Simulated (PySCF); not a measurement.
Computed IR spectrum (relative IR intensity) of a molecule C3H5BO. Geometry: PBE0-D3(BJ)/def2-SVP. The values are those of a single conformer. All values below come from PBE0-D3(BJ)/def2-SVP in PySCF. Harmonic, unscaled wavenumbers; measured fundamentals usually lie a few per cent lower.

Lines under 2 % of the strongest are left out, and lines within 2 cm⁻¹ are merged.

ν (cm⁻¹): 511 (w), 684 (s), 712 (m), 766 (w), 880 (w), 992 (s), 1220 (vs), 1323 (vs), 1387 (vs), 1429 (vw), 1452 (s), 2186 (m), 3176 (w), 3476 (m), 3892 (m) (against the strongest line: vs over 80 %, s over 45 %, m over 15 %, w over 4 %, vw less)

**Question.** Which molecule gave these data?
(A) CB1C=CO1
(B) OB1C=CC1
(C) C#CB(C)O
(D) C#CBOC

**Answer.** C, C#CB(C)O
